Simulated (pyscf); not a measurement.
## H₃Si–InH–PH₂ (SMILES [SiH3][InH][PH2]), singlet

Gas-phase minimum from PySCF at ωB97X-D3(BJ)/def2-SVP, one conformer. 

```xyz
9

Si    -0.4077     1.2733     0.6578
In    -0.3575    -0.9620    -0.5703
P     -2.4755    -1.9625    -1.3890
H      0.6168     2.2233     0.1268
H     -1.7457     1.9303     0.5595
H     -0.1136     1.0546     2.1084
H      1.1068    -1.8087    -0.9351
H     -2.1552    -3.2846    -0.9667
H     -3.2231    -1.6329    -0.2224
```
Charge 0, spin multiplicity 1.

Bonded distances (Å): Si1–In2 2.551, Si1–H4 1.495, Si1–H5 1.494, Si1–H6 1.496, In2–P3 2.481, In2–H7 1.730, P3–H8 1.424, P3–H9 1.424. Bond angles (°): In2–Si1–H4 111.9, In2–Si1–H5 111.8, In2–Si1–H6 109.6, H4–Si1–H5 108.1, H4–Si1–H6 107.6, H5–Si1–H6 107.7, Si1–In2–P3 119.7, Si1–In2–H7 123.2, P3–In2–H7 117.1, In2–P3–H8 94.8, In2–P3–H9 94.8, H8–P3–H9 95.2.

Properties at ωB97X-D3(BJ)/def2-SVP:

- Harmonic wavenumbers, unscaled: 19, 69, 131, 302, 328, 336, 421, 436, 530, 553, 654, 882, 954, 959, 1112, 1810, 2225, 2235, 2241, 2445, 2458 cm⁻¹
- Zero-point energy: 30.2 kcal/mol
- Rotational symmetry number: 1
- Entropy of this conformer at 298 K and 1 atm, rigid rotor and harmonic oscillator, modes under 100 cm⁻¹ raised to 100: 361.8 J/(mol K)
- Dipole moment: 0.91 D

Single-point totals, which compare only within one level (frozen core for MP2 and CC):

```json
[
 {"level": "ωB97X-D3(BJ)/def2-TZVP", "total energy (hartree)": "-824.72957"},
 {"level": "PBE/def2-TZVP", "total energy (hartree)": "-824.27589"},
 {"level": "r²SCAN/def2-TZVP", "total energy (hartree)": "-824.61004"},
 {"level": "B3LYP-D3(BJ)/def2-TZVP", "total energy (hartree)": "-824.72558"},
 {"level": "PBE0-D3(BJ)/def2-TZVP", "total energy (hartree)": "-824.34650"},
 {"level": "M06-2X/def2-TZVP", "total energy (hartree)": "-824.46557"},
 {"level": "ωB97M-D3(BJ)/def2-TZVP", "total energy (hartree)": "-824.70779"},
 {"level": "HF/def2-TZVPP", "total energy (hartree)": "-822.38734"},
 {"level": "MP2/def2-TZVPP", "total energy (hartree)": "-822.96834"},
 {"level": "CCSD/def2-TZVPP", "total energy (hartree)": "-823.01428"},
 {"level": "CCSD(T)/def2-TZVPP", "total energy (hartree)": "-823.03609"}
]
```

The lowest mode is so soft that the shape along it may change with the basis. Soft torsions are taken as harmonic, which can shift the entropy by several J/(mol K). The CCSD(T) − MP2 part came from Ansatz, without density fitting, on the same reference. The frozen core leaves the outer d or s,p core shells of the metals and heavy elements correlated in the MP2 and CC values, and def2-TZVPP describes them poorly, so these totals are far from the basis limit. Elements past Kr carry the def2 core potentials, without spin-orbit coupling.
